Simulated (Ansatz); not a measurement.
Geometry optimisation, Ansatz 0.2.0, DFT PBE, scalar-relativistic, plane waves, PAW.

Input:

```yaml
crystal:
  lattice:
    - [5.105311, 0.0, 0.0]
    - [2.552655, 4.421329, 0.0]
    - [0.0, 0.0, 17.168469]
  atoms:
    - { symbol: Cu, position: [0.1666667, 0.1666667, 0.0582463] }
    - { symbol: Cu, position: [0.6666667, 0.1666667, 0.0582463] }
    - { symbol: Cu, position: [0.1666667, 0.6666667, 0.0582463] }
    - { symbol: Cu, position: [0.6666667, 0.6666667, 0.0582463] }
    - { symbol: Cu, position: [-0.1666667, 0.3333333, 0.1796453] }
    - { symbol: Cu, position: [0.3333333, 0.3333333, 0.1796453] }
    - { symbol: Cu, position: [-0.1666667, 0.8333333, 0.1796453] }
    - { symbol: Cu, position: [0.3333333, 0.8333333, 0.1796453] }
    - { symbol: Cu, position: [0.0, 0.0, 0.3010443] }
    - { symbol: Cu, position: [0.5, 0.0, 0.3010443] }
    - { symbol: Cu, position: [0.0, 0.5, 0.3010443] }
    - { symbol: Cu, position: [0.5, 0.5, 0.3010443] }
    - { symbol: Na, position: [0.6601598, 0.6573847, 0.4594742] }
basis:
  ecutwfc: 420.0
kpoints:
  mp_grid: { grid: [4, 4, 1] }
hamiltonian:
  xc: pbe
scf:
  occupations: { method: fermi_dirac, width: 0.1 }
  lower_state_search: "off"
relax:
  f_tol: 0.03
  max_steps: 60
  adjacent_minimum: "off"
  constraints: [{ sites: [0, 1, 2, 3] }]
```

Command:

```bash
$ ansatz run input.yaml --threads 4 --pin off --max-ram 10240MiB --backend cpu --events-out ev --progress --plain --runs-dir out
```

Question: Where does it end, and by what steps?

Answer: It converged. The force dipped under the threshold on the way, but the program's further checks kept it going. Limits of this set-up: coarse k mesh, thin slab, slab without dipole correction. After 5 steps the energy has fallen by 0.103 eV; Na13 moved furthest, 0.31 Å.

| step | energy less start (eV) | largest force component (eV/Å) | accepted |
| --- | --- | --- | --- |
| 0 | 0.0000 | 0.511 | yes |
| 1 | -0.0460 | 0.412 | yes |
| 2 | -0.0949 | 0.184 | yes |
| 3 | -0.1014 | 0.087 | yes |
| 4 | -0.1029 | 0.004 | yes |
| 5 | -0.1029 | 0.005 | yes |

```xyz
13
Lattice="5.1053 0.0000 0.0000 2.5527 4.4213 0.0000 0.0000 0.0000 17.1685" Properties=species:S:1:pos:R:3
Cu 1.276 0.737 1.000
Cu 3.829 0.737 1.000
Cu 2.553 2.948 1.000
Cu 5.105 2.948 1.000
Cu 0.000 1.467 3.093
Cu 2.552 1.473 3.072
Cu 1.282 3.688 3.095
Cu 3.823 3.688 3.094
Cu 0.000 0.000 5.271
Cu 2.552 0.010 5.166
Cu 1.285 2.205 5.165
Cu 3.818 2.204 5.158
Na 5.080 2.928 7.578
```

Whether the end is a true minimum wasn't checked by a vibrational analysis.

Run time: 39 s on 4 threads of Intel(R) Xeon(R) Platinum 8488C (Sapphire Rapids), on a shared host, peak memory 1.5 GiB.
